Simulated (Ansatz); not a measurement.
A made-up structure of Si2H2F2, singlet:

| atom | x (Å) | y (Å) | z (Å) |
| --- | --- | --- | --- |
| F1 | 0.5331 | 0.9069 | 1.5260 |
| Si2 | 0.3484 | -0.7355 | 0.2185 |
| F3 | -0.3717 | -2.0198 | 0.7969 |
| Si4 | -0.4748 | 1.3474 | 0.2167 |
| H5 | 0.3613 | 1.6847 | -0.9946 |
| H6 | -1.7433 | 0.8534 | -0.4368 |

It is relaxed with PBE-D4/def2-SVP and then PBE0-D4/def2-TZVP (Ansatz 0.2.0). Atoms count as bonded within 1.22 times the sum of their covalent radii (H–H: 0.88 Å). The end point is not checked to be a true minimum.

(1) Does its bonding change? (Judge from chemistry; the calculation decides.)

Results:

(1) By the calculation: No: no bond forms or breaks.

Where it ends: The first stage lowers the energy by 2.64 eV in 14 steps. It ends as Si₂H₂F₂ ([F][Si][SiH2][F]):
```
6
angstrom
F 0.3202 2.0280 1.3181
Si 0.5175 -1.3084 0.8370
F -0.2931 -2.0007 -0.3838
Si -0.2751 0.9413 0.2867
H 0.1468 1.3487 -1.0857
H -1.7635 1.0283 0.3545
```

Labels in which every atom is bracketed show which atoms are joined, not bond orders.

For scale, one of the runs: PBE0-D4/def2-TZVP relaxation, 148 basis functions, launched by `ansatz run in.yaml --threads 2 --pin off --events-out ev --progress --plain --max-ram 4352MiB`. Hardware: 2 CPU threads of an Intel Xeon, shared host. Wall time about 2.1 min.
